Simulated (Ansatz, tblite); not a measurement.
Forces on the cluster Cs3F2 at its PBE-D4/def2-TZVP geometry. Charge 0, multiplicity 2.

In the def2 sets Cs takes a core potential; there is no spin–orbit coupling. The xTB rows come from tblite. The structure comes from a short search, and lower isomers may exist.

GFN1-xTB (tblite), largest force 0.45 eV/Å:

```xyz
5
positions Å, forces eV/Å
Cs   -0.559   -0.656   -2.115    0.133    0.136    0.329
Cs    1.742    1.265    0.789   -0.271   -0.201   -0.181
Cs   -2.219   -1.141    2.484    0.286    0.147   -0.320
F     1.559    0.831   -1.777    0.018    0.008   -0.019
F    -0.523   -0.299    0.618   -0.166   -0.091    0.190
```

GFN2-xTB (tblite), largest force 0.20 eV/Å:

```
Cs 0.096 0.077 0.052
Cs -0.040 -0.038 -0.128
Cs 0.039 0.026 -0.052
F 0.017 0.011 -0.018
F -0.112 -0.075 0.146
```

PBE-D4/def2-TZVP (Ansatz), largest force 0.01 eV/Å:

```
Cs 0.000 0.000 -0.003
Cs -0.005 -0.003 -0.002
Cs 0.005 0.002 -0.003
F 0.001 0.000 0.001
F -0.001 0.001 0.007
```
